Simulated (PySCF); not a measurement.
C₂H₅O, SMILES [CH2]CO, multiplicity 2. Coordinates come from a PBE0-D3(BJ)/def2-TZVP optimisation. The isomer is the one that the SMILES or the coordinates give; other isomers of the formula were not compared. Other conformers were not sampled.

Calculation: PBE0-D3(BJ)/def2-TZVP in PySCF.

Harmonic wavenumbers (cm⁻¹): 204, 333, 430, 538, 834, 962, 1118, 1129, 1181, 1363, 1398, 1449, 1476, 2985, 3007, 3161, 3271, 3851. Rotational constants (GHz): 38.92, 9.987, 8.641; symmetry number 1.

Problem. Work out the zero-point energy and the ideal-gas rigid-rotor harmonic-oscillator thermochemistry at 298.15 K and 1 atm.

Solution. ZPE = ½ Σ hcν = ½ × 28690 cm⁻¹ = 171.61 kJ/mol. H − E(el) = 185.77 kJ/mol. Entropy in J/(mol K): translation 156.24, rotation 92.41, vibration 22.14, spin 5.76, total 276.55. G − E(el) = 103.32 kJ/mol. Cp = 67.44 J/(mol K).
